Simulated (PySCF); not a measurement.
**Electronic structure of B (boron, neutral) at the B3LYP level**

Configuration: [He] 2s1 2p2, high-spin 4P determinant (an excited configuration). Calculation: PySCF 2.14, in aug-cc-pVQZ; no relativity, point nucleus.

```
Total energy                                                  : -24.5324 hartree
One-electron energy                                           : -32.2053 hartree
Hartree (Coulomb) energy                                      : 11.6301 hartree
Exchange-correlation energy                                   : -3.9572 hartree
Kinetic energy                                                : 24.42303 hartree
⟨S²⟩                                                          : 3.7500
⟨L²⟩                                                          : 2.002
Sum of ⟨r⟩                                                    : 6.816 bohr
Sum of ⟨r²⟩                                                   : 16.18 bohr²
Traceless quadrupole moment −½Σ⟨3z² − r²⟩ along its main axis : 2.41 e·bohr²
Density at the nucleus (Gaussians lack the cusp)              : 69.2 bohr⁻³
Spin density at the nucleus                                   : 1.69 bohr⁻³
Langevin diamagnetic susceptibility                           : -12.8 ×10⁻⁶ cm³/mol
```

```csv
shell,electrons,mean orbital energy (hartree),"rms radius, mean of both spins (bohr)"
1s α,1,-6.87220,0.383
1s β,1,-6.83047,0.383
2s α,1,-0.43870,2.09
2p α,2,-0.21098,2.40
```
